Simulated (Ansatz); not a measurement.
One change: `[NH2][Zn][O]CF` becomes `N=COCF`.

Ansatz, PBE0-D4/def2-TZVP geometries, multiplicity 1. Each molecule was computed in one conformer, which needn't be the lowest.

Scalar relativity is left out up to krypton.

```
                                          property  `[NH2][Zn][O]CF`
              HOMO–LUMO gap (PBE0/def2-TZVPP) / eV              6.59
             HOMO–LUMO gap (B3LYP/def2-TZVPP) / eV              6.02
size of the dipole moment (ωB97M-V/def2-TZVPP) / D              1.09
             HOMO energy (ωB97M-V/def2-TZVPP) / eV             -9.47
                 LUMO energy (PBE/def2-TZVPP) / eV             -1.38
               HOMO energy (B3LYP/def2-TZVPP) / eV             -6.87
```

(1) Give the same properties after the change, and the shifts. (Best estimate.)

## Answers

(1) Ansatz gave: 
```tsv
property	`N=COCF`	shift
HOMO–LUMO gap (PBE0/def2-TZVPP) / eV	8.60	2.01
HOMO–LUMO gap (B3LYP/def2-TZVPP) / eV	8.04	2.02
size of the dipole moment (ωB97M-V/def2-TZVPP) / D	1.13	0.04
HOMO energy (ωB97M-V/def2-TZVPP) / eV	-10.82	-1.35
LUMO energy (PBE/def2-TZVPP) / eV	-0.93	0.45
HOMO energy (B3LYP/def2-TZVPP) / eV	-8.16	-1.29
```

With PBE0 the HOMO falls by 1.33 eV and the LUMO rises by 0.69 eV, so the gap widens by about 2.02 eV. PBE moves the HOMO by -1.09 eV and ωB97M-V by -1.35 eV. Dipoles are sizes alone; their direction can turn.

B3LYP here is the variant with VWN-RPA as its local correlation; programs differ in this.
